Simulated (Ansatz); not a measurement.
A further run on ZrO4H4.

```yaml
crystal:
  periodic: [false, false, false]
  atoms:
    - {symbol: Zr, position_ang: [-0.155930, -0.171179, -0.032588]}
    - {symbol: O, position_ang: [1.394739, 1.422151, -0.605791]}
    - {symbol: O, position_ang: [1.478496, 0.793197, 0.736196]}
    - {symbol: O, position_ang: [-0.278126, -1.793527, 0.990712]}
    - {symbol: O, position_ang: [-1.789327, 0.851797, -0.038528]}
    - {symbol: H, position_ang: [-0.346640, -2.589740, 1.534199]}
    - {symbol: H, position_ang: [-2.605293, 1.276244, 0.259989]}
    - {symbol: H, position_ang: [2.171770, 1.041622, -1.071441]}
    - {symbol: H, position_ang: [0.130310, -0.830566, -1.772759]}
basis:
  gaussian: {orbitals: def2-mTZVPP}
hamiltonian: {xc: {name: BHLYP}}
```

```sh
$ ansatz run in.yaml --threads 4 --pin off --events-out ev --progress --plain --max-ram 3916MiB
```

It prints (some lines left out):

```
Functional definition: BHLYP
1386 factors; their error is unknown
mean field evaluation 1: about -9521.8695 eV, gradient 7.9e1 eV
mean field evaluation 2: about -9505.9226 eV, gradient 1.2e2 eV
mean field evaluation 4: about -9532.0768 eV, gradient 3.7e0 eV
mean field evaluation 8: about -9532.1002 eV, gradient 1.6e-1 eV
mean field evaluation 16: about -9532.1833 eV, gradient 4.0e-4 eV
mean field -9532.18327221 eV, -350.3012741078 hartree, gradient 5.1e-5 eV, S^2 0.000000; 0 other end points of the search recorded, 0 dependent functions left out
reference -9532.18348823 eV, -350.3012820465 hartree; 24, 24 occupied and 125, 125 virtual orbitals, 1386 factors
Total energy: -9532.18348823 eV, -350.3012820465 hartree
```

Run time 1.8 s (4 threads of Arm Neoverse V1 on a shared host).

In the def2 sets Zr takes a core potential; there is no spin–orbit coupling.
